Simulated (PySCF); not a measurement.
# Radial density of O⁺ (oxygen, charge +1)

UHF, [He] 2s2 2p2 3d1, one real determinant (an excited configuration). All numbers are calculated (PySCF 2.14, no relativity, point nucleus, in aug-cc-pVQZ (6s5p4d3f2g, 80 functions)).

| r (bohr) | 4πr²ρ (e/bohr) | 4πr²(ρα − ρβ) |
| --- | --- | --- |
| 0.00307 | 0.03568 | 0.0000 |
| 0.00517 | 0.09747 | 0.0000 |
| 0.00870 | 0.2609 | -0.0001 |
| 0.0146 | 0.6710 | -0.0001 |
| 0.0246 | 1.620 | 0.0000 |
| 0.0414 | 3.509 | 0.0015 |
| 0.0696 | 6.353 | 0.0103 |
| 0.117 | 8.539 | 0.0548 |
| 0.197 | 7.090 | 0.2332 |
| 0.331 | 3.371 | 0.7937 |
| 0.557 | 3.228 | 1.7123 |
| 0.937 | 3.740 | 1.7550 |
| 1.58 | 1.323 | 0.6465 |
| 2.65 | 0.4465 | 0.4149 |
| 4.46 | 0.1563 | 0.1562 |
| 7.50 | 6.081e-05 | 0.0001 |

⟨L²⟩ = 8.00 against 12 for a pure F term, so this real determinant mixes terms. The outer electron is Rydberg-like, and this basis confines it to a smaller radius and binds it less than a complete one would.
